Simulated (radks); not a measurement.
The nuclear charge of neutral lanthanum is varied continuously with 57 electrons held in [Xe] 5d1 6s2. All-electron calculation, Dirac Kohn-Sham, PBE, spin-unpolarised, spherical densities, finite nucleus; open shells are shared between the two j in proportion to 2j + 1; Fermi nuclear charge, rms radius 4.855 fm. Program: a radial shooting solver on a logarithmic mesh with Libxc functionals. By the Hellmann-Feynman theorem dE/dZ = E(electron-nucleus)/Z, the electronic potential at the nucleus (averaged over a nucleus of fixed radius).

\begin{tabular}{lrrrrr}
Z & E (hartree) & E(electron-nucleus)/Z (hartree) & HOMO & e(HOMO) (eV) & <r> HOMO (bohr) \\ \hline
56.75 & -8406.7471 & -360.411 & 5d5/2 & -1.375 & 3.305 \\
57 & -8497.1319 & -362.667 & 5d5/2 & -3.014 & 3.031 \\
57.25 & -8588.0806 & -364.923 & 5d5/2 & -4.848 & 2.834 \\
57.5 & -8679.5932 & -367.179 & 6s1/2 & -6.576 & 4.024 \\
57.75 & -8771.6700 & -369.436 & 6s1/2 & -8.183 & 3.862 \\
58 & -8864.3113 & -371.695 & 6s1/2 & -9.887 & 3.719 \\
\end{tabular}

The central difference of E at Z = 57 is -362.667 hartree, to compare with the third column; the second derivative is -9.02 hartree.
